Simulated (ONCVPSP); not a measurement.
# molybdenum (Mo): one change to an ONCV potential, before and after

| Item | Value |
| --- | --- |
| Element | molybdenum |
| Generator | ONCVPSP 4.0.1 |
| Type | optimised norm-conserving Vanderbilt (ONCV) |
| Functional | PBE |
| Relativity | scalar-relativistic |
| Frozen core | [Ar] 3d10 |
| Valence charge | 14 |
| Reference configuration | 4s2 4p6 4d6 |
| Partial waves | 4s: rc 1.80 bohr, ncon 4, nbas 9, qcut 5.5 1/bohr, 2 projectors, debl 4 Ha; 4p: rc 1.15 bohr, ncon 3, nbas 6, qcut 6.1 1/bohr, 3 projectors, debl 2.7 Ha; 4d: rc 1.95 bohr, ncon 3, nbas 7, qcut 8 1/bohr, 2 projectors, debl 2.1 Ha |
| Local potential | polynomial inside 1.15 bohr (lpopt 5, dvloc0 2 Ha) |
| Core correction | none |

Change: s: qcut 4; p: qcut 4.4; d: qcut 5.8.

Cutoffs: the cutoffs (Ha) at which the residual kinetic energy of the hardest occupied pseudo-wave falls to 1 and 0.1 mHa per electron; they do not see the model core or the augmentation charge, which bear on the density cutoff. Errors are all-electron minus pseudo energies relative to the spin-unpolarised reference configuration.

**Question.** How do hardness, ghosts and transferability respond?

**Answer.** The potential gets neither clearly harder nor softer (71 Ha and 117 Ha → 77 Ha and 124 Ha); a bound ghost appears in p, which as a rule spoils a file; the number of tests with a reliable result goes from 3 to 4; of the 3 tests that both files solve, the error grows in 2 and shrinks in 1 by more than 15 % and 0.3 meV (median size 0.8 → 1.1 meV).

```tsv
quantity	base	changed
cutoff, loose	71 Ha	77 Ha
cutoff, tight	117 Ha	124 Ha
loose cutoff by channel	s 12 Ha, p 71 Ha, d 18 Ha	s 7.6 Ha, p 77 Ha, d 14 Ha
bound ghosts	none	p
GHOST(+) flags under 300 eV	s at 146.2 eV	s at 134.4 eV
tests with a reliable result	3 of 4	4 of 4
error for 4s2 4p6 4d5 5s1, meV [ΔE -0.76 eV]	+8.0	+14
error for 4s2 4p6 4d5, meV [ΔE 6.13 eV]	+0.3	-1.1
error for 4s2 4p6 4d5 5p1, meV [ΔE 2.38 eV]	+0.8	+0.1
s: phases at 1.83 bohr within 0.05 rad from the reference energy up to (Ha; the scan ends near 5)	to the end of the scan	4.4
p: phases at 1.17 bohr within 0.05 rad from the reference energy up to (Ha; the scan ends near 5)	to the end of the scan	to the end of the scan
d: phases at 1.98 bohr within 0.05 rad from the reference energy up to (Ha; the scan ends near 5)	to the end of the scan	to the end of the scan
```

 A true bound ghost makes a file unfit for plane-wave use even where its test errors are small: the radial tests pick states by their node count and pass the ghost by.
